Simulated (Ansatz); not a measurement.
Ideal-gas functions of B$_{2}$F$_{3}$H, SMILES `FBB(F)F` at 298.15 K and 1 bar, from an Ansatz frequency run at PBE0-D4/def2-TZVP.

Molar mass 79.63 g/mol, point group Cs (symmetry number 1), electronic degeneracy 1, moments of inertia 56.982, 164.555, 203.257 u Å². Harmonic wavenumbers (cm⁻¹, unscaled): 46, 202, 214, 439, 623, 751, 847, 1109, 1250, 1371, 1404, 2590.

Use S(trans) = R[1.5 ln M + 2.5 ln T − 1.1517]; rotational temperatures θ = 24.2544 K / I; S(rot) = R[ln(√π/σ · √(T³/θAθBθC)) + 1.5]; for each mode x = 1.438777 ν̃/T, S = R[x/(eˣ − 1) − ln(1 − e⁻ˣ)] and H = RT x/(eˣ − 1); 1 cm⁻¹ = 0.0119627 kJ/mol; R = 8.31446 J/(mol·K).

Q: By hand: the entropy, in J/(mol·K).

A: Translation 163.4. Rotation: θ = 0.4257, 0.1474, 0.1193 K, giving 108.6. Vibration, mode by mode: 20.85, 8.85, 8.41, 3.47, 1.72, 1.05, 0.72, 0.25, 0.14, 0.08, 0.07, 0.00, in all 45.6. Electronic 0.0. Sum 317.6 J/(mol·K).

Q: By hand: H − E and G − E in kJ/mol, counted from the electronic energy.

A: Zero-point energy ½ × 10846 × 0.0119627 = 64.9; thermal vibration 6.8; translation, rotation and pV give 4 RT = 9.9. H − E = 81.6 kJ/mol, and G − E = 81.6 − 298.15 × 317.6/1000 = -13.1 kJ/mol.

Vibration gives 14 % of the entropy, 20.8 J/(mol·K) of it from the mode under 150 cm⁻¹: soft modes count most, and the harmonic formula is weakest for them. The sum counts one conformer and one mirror image; others add a mixing term.
